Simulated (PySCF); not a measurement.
Compound: CrOF3 (doublet state).
Geometry (PBE0-D3(BJ)/def2-SVP, Å), atoms numbered from 1 in this order:
```xyz
5
CrF3O angstrom
Cr     0.0810    0.0003    0.0745
O      0.0402   -0.0553    1.5862
F      1.5675    0.0165   -0.7220
F     -0.8407    1.3266   -0.4297
F     -0.8480   -1.2881   -0.5091
```

Computed, not measured: PySCF, PBE0-D3(BJ)/def2-SVP geometry optimisation, gas phase.

Problem. Which atoms are bound to Cr1, and at what distances?

Solution. 4 atoms: O2 1.513 Å, F3 1.686 Å, F4 1.692 Å, F5 1.692 Å.

Problem. List the angles at Cr1.

Solution. 
```
    angle  degrees  distance of the outer atoms (Å)
O2–Cr1–F3    119.7                             2.77
F3–Cr1–F4    109.4                             2.76
F3–Cr1–F5    109.2                             2.75
O2–Cr1–F4    108.2                             2.60
O2–Cr1–F5    107.6                             2.59
F4–Cr1–F5    101.2                             2.62
```

Problem. What is the shape at Cr1?

Solution. Distorted tetrahedral: angles from 101.2° to 119.7°; τ4 = (360° − α − β)/141° = 0.93 with α and β the two widest (0 for a square, 1 for a tetrahedron).

Problem. What are the rotational constants (commonest isotopes, rigid rotor)?

Solution. A = 4132, B = 3802, C = 3594 MHz: an asymmetric top.

Point group: near C3v, missed by 0.17 Å at most; the miss may be what the optimiser left on a soft mode (Cs holds within 0.08 Å). Charge 0, doublet. ⟨S²⟩ = 0.771 (exact for a doublet: 0.75). Not checked by PBE0-D3(BJ)/def2-SVP frequencies.

Caution for open-shell metal species: one SCF solution and one stationary point were followed, and a lower state or a bent or distorted shape isn't ruled out.
